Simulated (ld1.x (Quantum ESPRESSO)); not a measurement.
# What one change does to a pseudopotential (neon (Ne), RRKJ)

neon (Ne), norm-conserving RRKJ (Kleinman–Bylander form), made with ld1.x (Quantum ESPRESSO) 7.5 (BLYP, scalar-relativistic). Core [He], reference 2s2 2p6. Waves: 2p (bound): rc 0.85 bohr; 2s (bound): rc 0.70 bohr. Local part: the s channel. Core correction: Bessel-smoothed model core inside 0.50 bohr. rho0 = 0.02.

All-electron outer shells of the reference configuration (BLYP, scalar-relativistic, ld1.x):

| shell | level (eV) | outermost node (bohr) | outermost maximum (bohr) |
| --- | --- | --- | --- |
| 1s | -831.76 | – | 0.10 |
| 2s | -36.29 | 0.22 | 0.68 |
| 2p | -13.36 | – | 0.62 |

Change: local potential all-electron potential smoothed inside 0.70 bohr (lloc = -2).

Cutoffs: the cutoffs (Ry, on a coarse ladder) from which the occupation-weighted sum of valence levels, in a spherical-Bessel basis at the reference potential, stays within 10 and 1 mRy of its value at 400 Ry; they do not see the model core or the augmentation charge, which bear on the density cutoff. Errors are all-electron minus pseudo energies relative to the spin-unpolarised reference configuration.

Predict the effect on cutoff, ghosts and configuration errors.

The potential gets neither clearly harder nor softer (200 Ry and 300 Ry → 200 Ry and 260 Ry); of the 6 tests that both files solve, the error grows in 2 and shrinks in 4 by more than 15 % and 0.3 meV (median size 14.0 → 5.7 meV); neither file shows a bound ghost.

```tsv
quantity	base	changed
cutoff, loose	200 Ry	200 Ry
cutoff, tight	300 Ry	260 Ry
loose cutoff by channel (10 mRy a level)	p 140 Ry, s 110 Ry	s 180 Ry, p 140 Ry
bound ghosts	none	none
error for 2s2 2p5, meV [ΔE 22.50 eV]	+0.3	-2.2
error for 2s2 2p4, meV [ΔE 65.79 eV]	+25	+9.3
error for 2s2 2p3, meV [ΔE 133.27 eV]	+143	+90
error for 2s2 2p5.5, meV [ΔE 8.88 eV]	-0.7	-1.2
error for 2s2 2p2, meV [ΔE 228.00 eV]	+496	+364
error for 2s1 2p6, meV [ΔE 45.75 eV]	+2.7	-0.7
s: phases at 0.95 bohr within 0.05 rad from the reference energy up to (Ry; the scan ends near 5)	to the end of the scan	to the end of the scan
p: phases at 0.95 bohr within 0.05 rad from the reference energy up to (Ry; the scan ends near 5)	to the end of the scan	to the end of the scan
```
